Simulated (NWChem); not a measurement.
# sulfur trioxide (SO₃); SMILES O=S(=O)=O

```xyz
4

O     -1.0192    -1.0192     0.0000
S      0.0000     0.0000     0.0000
O     -0.3731     1.3923     0.0000
O      1.3923    -0.3731     0.0000
```
Atoms are numbered in this order, from 1.

Computed with NWChem. Pople sets run with spherical d functions. Coordinates come from a PBE0/def2-SVP optimisation. B3LYP is NWChem's, with the RPA form of VWN correlation. Atomic charges in e: unrestrained fits to the electrostatic potential beside Mulliken populations; the two definitions need not agree.

For level Hartree-Fock/6-31G*:

- Mulliken O1 = -0.56
- ESP S2 = 1.53
- Mulliken S2 = 1.69
- Mulliken O3 = -0.56
- Mulliken O4 = -0.56

Task: Estimate the same quantities for level B3LYP/def2-SVP.

Result: The Mulliken O1 is -0.36. The ESP S2 comes out as 1.33, the Mulliken S2 is 1.08 and the Mulliken O3 is -0.36. The Mulliken O4 comes out as -0.36.
